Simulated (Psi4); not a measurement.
Method: SAPT0/jun-cc-pVDZ, frozen core (Psi4).

Psi4 input:

```
molecule {
0 1
C 0.00000238 -0.00000129 -0.00000175
H -0.67315292 -0.47153657 -0.71467167
H -0.39408967 0.97578800 0.28065097
H 0.08433687 -0.62629204 0.88706399
H 0.98290334 0.12204191 -0.45304153
--
0 1
C 2.56851708 0.70114908 2.82938018
C 1.81075485 -0.48232252 3.20394641
N 1.21189237 -1.41762842 3.49995081
H 2.73367024 1.33314104 3.70218395
H 3.53549623 0.41286614 2.41668122
H 2.02338935 1.27421376 2.07910649
units angstrom
symmetry c1
no_reorient
no_com
}
set basis jun-cc-pvdz
set scf_type df
set freeze_core true
energy('sapt0')
```

Part of the output:

```
    SAPT Results
  --------------------------------------------------------------------------------------------------------
    Electrostatics                 -1.15897544 [mEh]      -0.72726807 [kcal/mol]      -3.04288960 [kJ/mol]
      Elst10,r                     -1.15897544 [mEh]      -0.72726807 [kcal/mol]      -3.04288960 [kJ/mol]

    Exchange                        2.28737076 [mEh]       1.43534682 [kcal/mol]       6.00549109 [kJ/mol]
      Exch10                        2.28737076 [mEh]       1.43534682 [kcal/mol]       6.00549109 [kJ/mol]
      Exch10(S^2)                   2.28365198 [mEh]       1.43301325 [kcal/mol]       5.99572745 [kJ/mol]

    Induction                      -0.36258319 [mEh]      -0.22752439 [kcal/mol]      -0.95196203 [kJ/mol]
      Ind20,r                      -0.57366814 [mEh]      -0.35998219 [kcal/mol]      -1.50616550 [kJ/mol]
      Exch-Ind20,r                  0.34916480 [mEh]       0.21910422 [kcal/mol]       0.91673206 [kJ/mol]
      delta HF,r (2)               -0.13807985 [mEh]      -0.08664641 [kcal/mol]      -0.36252859 [kJ/mol]

    Dispersion                     -1.69025098 [mEh]      -1.06064850 [kcal/mol]      -4.43775334 [kJ/mol]
      Disp20                       -1.85197538 [mEh]      -1.16213210 [kcal/mol]      -4.86236069 [kJ/mol]
      Exch-Disp20                   0.16172440 [mEh]       0.10148359 [kcal/mol]       0.42460735 [kJ/mol]
      Disp20 (SS)                  -0.92598769 [mEh]      -0.58106605 [kcal/mol]      -2.43118035 [kJ/mol]
      Disp20 (OS)                  -0.92598769 [mEh]      -0.58106605 [kcal/mol]      -2.43118035 [kJ/mol]
      Exch-Disp20 (SS)              0.09222013 [mEh]       0.05786901 [kcal/mol]       0.24212393 [kJ/mol]
      Exch-Disp20 (OS)              0.06950427 [mEh]       0.04361458 [kcal/mol]       0.18248342 [kJ/mol]

  Total HF                          0.76581212 [mEh]       0.48055436 [kcal/mol]       2.01063946 [kJ/mol]
  Total SAPT0                      -0.92443886 [mEh]      -0.58009414 [kcal/mol]      -2.42711389 [kJ/mol]
```
